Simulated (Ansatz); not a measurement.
Reactions of C2H8SSn, SMILES `SC[CH2][SnH3]`.

Program: Ansatz. Geometries: PBE0-D4/def2-TZVP. ΔE: electronic, gas phase. CBS: MP2 limit from def2 TZ/QZ plus the TZ coupled-cluster correction, frozen cores. This one scheme is used for every species, atoms too. Functionals use def2-TZVPP. No spin–orbit coupling; open shells (•) take unrestricted orbitals. Spin–orbit coupling would lower the free atoms: a little for C, S; strongly for Sn. Elements past krypton have def2 core potentials. Bonds to Sn are less sure, by a few kJ/mol each and by 10 to 20 or more in all where they break to atoms, as the def2 sets lack core-valence functions. One conformer a species, not always the lowest.

```csv
reaction,r2SCAN-D4 (eV),B2PLYP (eV),CCSD/CBS(def2) (eV),ωB97X-V (eV),CCSD(T)/CBS(def2) (eV)
`SC[CH2][SnH3]` + H₂ → `CCS` + `[SnH4]`,-0.50,-0.54,-0.46,-0.54,-0.40
`SC[CH2][SnH3]` + silanol → `[SiH3][O][SnH3]` + `CCS`,-0.66,-0.67,-0.64,-0.67,-0.61
`SC[CH2][SnH3]` + HCl → `Cl[CH2][SnH3]` + CH₃SH,0.29,0.27,0.33,0.28,0.34
`SC[CH2][SnH3]` + `CCS` → `SCCCS` + `[CH3][SnH3]`,-0.11,-0.10,-0.10,-0.12,-0.10
`SC[CH2][SnH3]` → 2 C• + 8 H• + S• + Sn•,39.49,38.89,39.15,39.75,39.68
```

Largest T1 diagnostic: 0.013, for `[SnH4]`.
